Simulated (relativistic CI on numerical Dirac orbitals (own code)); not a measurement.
## What each ingredient does to the levels of Pt XXXIV

Base calculation: Dirac-Coulomb-Breit CI, KLI orbitals optimised for each configuration, a model potential for QED, unscaled Slater integrals.

Configurations in the expansion (outside the closed core [Ar] 3d10): 4s2 4p6 4d9, 4s2 4p6 4d8 4f, 4s2 4p5 4d10, 4s 4p6 4d10, 4s2 4p5 4d9 4f, 4s 4p6 4d9 4f, 4s2 4p6 4d8 5s, 4s2 4p6 4d7 4f 5s, 4s2 4p6 4d8 5p, 4s2 4p6 4d8 5d, 4s2 4p5 4d9 5s, 4s2 4p6 4d7 5s2, 4s2 4p6 4d6 4f 5s2, 4s2 4p5 4d7 4f 5s2, 4s 4p6 4d7 4f 5s2. Double excitations out of closed p, d and f shells are left out; levels of such configurations are missing from the list, as are those of other unlisted configurations, and high levels can miss mixing partners.

The lowest level and the first level of each name with at least 55 % of one term (blank where a level has no safe partner in the second run):

```tsv
Level	Base (cm⁻¹)	Shift (cm⁻¹)
4s2 4p6 4d9 2D_5/2	0	0
4s2 4p6 4d9 2D_3/2	179699	-179699
4s2 4p5 4d10 2P°_3/2	1635511	-213994
4s2 4p6 4d8 4f 4I°_15/2	1762970	-54194
4s2 4p6 4d8 4f 4H°_13/2	1780054	-62739
4s2 4p6 4d8 4f 4I°_11/2	1908259	
4s2 4p6 4d8 4f 2K°_13/2	1927456	
4s2 4p6 4d8 4f 2K°_15/2	1969300	-217570
4s2 4p6 4d8 4f 2I°_11/2	2003281
```

At this charge energies of transitions that change n are usually good to better than 1 %, and those within a shell (Δn = 0) to a few per cent.

Question: One thing was changed in a second run, which moved the levels as shown. Which?
A. P86 correlation estimate
B. non-relativistic limit
C. configuration mixing switched off
D. Breit term removed
E. QED terms removed

Answer: B. Non-relativistic limit. Without relativity the fine structure collapses and s electrons lose their extra binding.

LS names give the leading component of a level, which can be under half, so a name can repeat, a term be missing and a line seem to break the LS rules.
